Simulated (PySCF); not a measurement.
**KLi at CAM-B3LYP**

Level: CAM-B3LYP. PySCF, no relativity, basis sets K 3-21G, Li 3-21G.

```json
{
 "state": "¹Σ⁺ (singlet), closed shell",
 "bond length": "333.8 pm",
 "harmonic wavenumber": "204 cm⁻¹",
 "force constant": "0.146 mdyn/Å",
 "rotational constant Be": "0.2545 cm⁻¹",
 "anharmonicity ωexe": "0.844 cm⁻¹",
 "vibration–rotation constant αe": "0.00115 cm⁻¹",
 "well depth De to K + Li": "0.65 eV",
 "dissociation energy D0": "0.64 eV",
 "HOMO–LUMO gap": "3.23 eV",
 "bond order (Mayer)": "0.93",
 "dipole moment (positive dipole means K(−)Li(+))": "-3.12 D"
}
```

Closed-shell solutions of metal pairs were not tested for spin polarisation, which can lower them a little. 3-21G is very small, so such numbers show the basis as much as the molecule.
